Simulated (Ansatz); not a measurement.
The first iterations of a band of C$_{2}$H$_{8}$BFGeSi (14 atoms, charge 0, multiplicity 1).

Theory: RHF/def2-SVP (Ansatz 0.2.0).

* movable images: 7
* climbing image: yes
* spring: 5.0 eV/Å²
* optimiser: quadratic models (default)
* start path: through a guess of the saddle point
* force threshold: 0.05 eV/Å
* iteration limit: 55
* end points: relaxed

First end point:

```xyz
14
Properties=species:S:1:pos:R:3
B -1.374 0.945 -1.165
C -0.918 0.058 0.027
C -0.162 -1.290 -0.239
Si 1.603 -1.000 0.474
Ge 0.533 1.077 0.998
F 1.046 2.448 0.052
H -0.903 0.811 -2.263
H -2.186 1.813 -0.986
H -1.726 -0.056 0.756
H -0.659 -2.123 0.264
H -0.139 -1.538 -1.302
H 2.006 -1.901 1.580
H 2.688 -0.943 -0.531
H 0.180 1.670 2.363
```

Last end point:

```xyz
14
Properties=species:S:1:pos:R:3
B -1.647 0.906 -0.981
C -0.855 0.029 0.025
C -0.002 -1.188 -0.457
Si 1.567 -1.077 0.643
Ge 0.631 1.119 0.856
F 1.236 2.259 -0.314
H -1.402 0.885 -2.157
H -2.487 1.666 -0.576
H -1.462 -0.230 0.900
H -0.550 -2.132 -0.401
H 0.286 -1.051 -1.502
H 1.472 -1.860 1.899
H 2.879 -1.325 0.005
H 0.319 1.970 2.088
```

| iteration | highest image above the first end (eV) | largest band force component (eV/Å) |
| --- | --- | --- |
| 1 | 5.536 | 6.610 |
| 2 | 2.490 | 5.221 |
| 3 | 1.247 | 4.136 |
| 4 | 0.761 | 1.923 |
| 5 | 0.340 | 0.847 |
| 6 | 0.148 | 0.517 |

Question: Does the band converge within its limit, and where does its top end?

Answer: The forces met the threshold. It ended after 18 iterations with the highest image 0.000 eV above the first end. The highest image is an end point: on this band no image between the ends rises above it.

The run took 8.4 min on 2 threads of Arm Neoverse V1 (shared host), peak memory 0.45 GiB.
